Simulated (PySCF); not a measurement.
F3Si (SMILES F[Si](F)F), doublet, geometry from GFN2-xTB; B3LYP/def2-SV(P) (PySCF).

The PySCF input:
```python
from pyscf import gto, scf, dft

mol = gto.M(
    atom='''
Si    0.25525364    0.24331611    0.24315598
F    -0.69074141   -0.73372896    1.06805322
F    -0.73927609    1.06837931   -0.68429241
F     1.03295628   -0.71314208   -0.76200346
''',
    basis='def2-sv(p)',
    spin=1,
    verbose=4,
)

mf = dft.UKS(mol)
mf.xc = 'b3lyp'
mf.kernel()
```

Output, abridged:

```
PySCF version 2.14.0

[INPUT] verbose = 4
[INPUT] num. atoms = 4
[INPUT] num. electrons = 41
[INPUT] charge = 0
[INPUT] spin (= nelec alpha-beta = 2S) = 1
[INPUT] symmetry False subgroup None
[INPUT] Mole.unit = angstrom
[INPUT] Symbol           X                Y                Z      unit          X                Y                Z       unit  Magmom
[INPUT]  1 Si     0.255253640000   0.243316110000   0.243155980000 AA    0.482359471898   0.459800809595   0.459498207750 Bohr   0.0
[INPUT]  2 F     -0.690741410000  -0.733728960000   1.068053220000 AA   -1.305312087796  -1.386546784062   2.018328072260 Bohr   0.0
[INPUT]  3 F     -0.739276090000   1.068379310000  -0.684292410000 AA   -1.397029340539   2.018944293052  -1.293125244019 Bohr   0.0
[INPUT]  4 F      1.032956280000  -0.713142080000  -0.762003460000 AA    1.952004467850  -1.347643219103  -1.439977845371 Bohr   0.0

nuclear repulsion = 176.905352956972
number of shells = 26
number of NR pGTOs = 108
number of NR cGTOs = 60
basis = def2-sv(p)
ecp = {}

******** <class 'pyscf.dft.uks.UKS'> ********
method = UKS
initial guess = minao
damping factor = 0
level_shift factor = 0
DIIS = <class 'pyscf.scf.diis.CDIIS'>
diis_start_cycle = 1
diis_space = 8
diis_damp = 0
SCF conv_tol = 1e-09
SCF conv_tol_grad = None
SCF max_cycles = 50
direct_scf = True
direct_scf_tol = 1e-13
number electrons alpha = 21  beta = 20
XC library pyscf.dft.libxc version 7.1.2
    S. Lehtola, C. Steigemann, M. J. T. Oliveira, and M. A. L. Marques,  SoftwareX 7, 1–5 (2018)
XC functionals = b3lyp
    P. J. Stephens, F. J. Devlin, C. F. Chabalowski, and M. J. Frisch,  J. Phys. Chem. 98, 11623 (1994)
radial grids:
    Treutler-Ahlrichs [JCP 102, 346 (1995); DOI:10.1063/1.469408] (M4) radial grids

becke partition: Becke, JCP 88, 2547 (1988); DOI:10.1063/1.454033
pruning grids: <function nwchem_prune>
grids dens level: 3
symmetrized grids: False
atomic radii adjust function: <function treutler_atomic_radii_adjust>
small_rho_cutoff = 0
Set gradient conv threshold to 3.16228e-05
tot grids = 61968
init E= -589.103065093223

cycle= 1 E= -588.661883431235  delta_E= 0.441  |g|= 0.672  |ddm|= 1.62
cycle= 2 E= -588.391566095129  delta_E= 0.27  |g|= 1.13  |ddm|= 1.24
cycle= 3 E= -588.823116887018  delta_E= -0.432  |g|= 0.0143  |ddm|= 0.75
cycle= 4 E= -588.823258319146  delta_E= -0.000141  |g|= 0.00411  |ddm|= 0.0321
cycle= 5 E= -588.823266142995  delta_E= -7.82e-06  |g|= 0.000725  |ddm|= 0.00541
cycle= 6 E= -588.823266489888  delta_E= -3.47e-07  |g|= 0.000222  |ddm|= 0.00131
cycle= 7 E= -588.823266516145  delta_E= -2.63e-08  |g|= 3.22e-05  |ddm|= 0.000355
cycle= 8 E= -588.823266516828  delta_E= -6.83e-10  |g|= 8.37e-06  |ddm|= 4.29e-05
Extra cycle  E= -588.823266516839  delta_E= -1.14e-11  |g|= 1.05e-05  |ddm|= 1.31e-05
converged SCF energy = -588.823266516839  <S^2> = 0.7509785  2S+1 = 2.0009783
```
